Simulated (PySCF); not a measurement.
C6H14AlO2 (SMILES CC(C)[O][Al][O]C(C)C), doublet, at a GFN2-xTB geometry (such geometries of metal compounds can be far from the true shape) (the spin is typed, not shown lowest). Base run: HF/6-31G (PySCF).

Here is a job for PySCF.
```python
from pyscf import gto, scf

mol = gto.Mole()
mol.atom = '''
    Al   -0.064890    0.073021   -0.021643
    O    -0.741677   -0.067971    1.489594
    C    -1.344655   -0.245428    2.745647
    C    -0.785901   -1.500565    3.410170
    C    -2.859126   -0.334590    2.580336
    H    -1.098254    0.631331    3.361878
    H    -1.018341   -2.371115    2.800686
    H    -1.218340   -1.629945    4.399410
    H     0.294714   -1.420291    3.501720
    H    -3.230459    0.562104    2.089713
    H    -3.109404   -1.195462    1.964174
    H    -3.340962   -0.435574    3.549887
    O     0.654082    0.534049   -1.447288
    C     1.311141    0.868300   -2.642795
    C     1.030304   -0.198816   -3.697153
    C     2.808491    1.011226   -2.385427
    H     0.909036    1.832314   -2.986642
    H     1.419724   -1.156983   -3.360070
    H     1.501016    0.067444   -4.640459
    H    -0.042191   -0.294808   -3.849041
    H     2.981514    1.763715   -1.619587
    H     3.211511    0.062910   -2.036523
    H     3.323233    1.305702   -3.296898
'''
mol.basis = '6-31g'
mol.charge = 0
mol.spin = 1
mol.verbose = 4
mol.build()

mf = scf.UHF(mol)
mf.kernel()
```

Variants of this job, named by their change:

```json
[
 {"change": "base", "ΔE vs base (mEh)": "0.000", "fitting functions": "-", "dipole (D)": "1.16"},
 {"change": "auxbasis = cc-pvtz-jkfit", "ΔE vs base (mEh)": "0.109", "fitting functions": "1173", "dipole (D)": "1.16"},
 {"change": "auxbasis = cc-pvtz-ri", "ΔE vs base (mEh)": "1.238", "fitting functions": "1190", "dipole (D)": "1.16"},
 {"change": "auxbasis = def2-svp-ri", "ΔE vs base (mEh)": "327.5", "fitting functions": "642", "dipole (D)": "1.12"},
 {"change": "auxbasis = cc-pvqz-jkfit", "ΔE vs base (mEh)": "0.046", "fitting functions": "1710", "dipole (D)": "1.16"},
 {"change": "auxbasis = even-tempered beta=1.6", "ΔE vs base (mEh)": "-1.193", "fitting functions": "1230", "dipole (D)": "1.15"},
 {"change": "auxbasis = default (with mf = mf.density_fit())", "ΔE vs base (mEh)": "0.309", "fitting functions": "994", "dipole (D)": "1.16"},
 {"change": "only_dfj = on; auxbasis = def2-universal-jfit", "ΔE vs base (mEh)": "-0.244", "fitting functions": "597", "dipole (D)": "1.16"},
 {"change": "auxbasis = even-tempered beta=3.0", "ΔE vs base (mEh)": "-4.722", "fitting functions": "554", "dipole (D)": "1.15"},
 {"change": "auxbasis = def2-universal-jfit", "ΔE vs base (mEh)": "1038.2", "fitting functions": "597", "dipole (D)": "1.12"}
]
```

A fitting set is made for a task (jfit for Coulomb, jkfit for Coulomb and exchange, ri for correlation) and for a family of orbital bases.

Open shells are given as the SCF converged; they aren't shown to be the lowest states, and a large step between rows can be another state.
